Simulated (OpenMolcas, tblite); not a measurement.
**A ladder of methods for C2H6FIn (SMILES C[CH](F)[InH2])**

C2H6FIn: 10 atoms, total charge 0, spin state singlet. SMILES: `C[CH](F)[InH2]`. Geometry: relaxed at PBE0-D4/def2-TZVP.

Each level gives the vertical energy of the triplet above the singlet (eV). The values are calculated.

```csv
level,kind,program,value (eV)
GFN2-xTB,semi-empirical,tblite,3.83
HF/def2-SVP (core potential),Hartree–Fock,OpenMolcas,3.81
SVWN5/def2-SVP (core potential),LDA,OpenMolcas,3.43
PBE/def2-SVP (core potential),GGA,OpenMolcas,3.42
TPSS/def2-SVP (core potential),meta-GGA,OpenMolcas,3.51
M06-2X/def2-SVP (core potential),hybrid meta-GGA,OpenMolcas,3.88
```

Spin-orbit coupling, which can split open shells on such heavy atoms by tenths of an eV, is left out. The values span 3.42 to 3.88 eV.
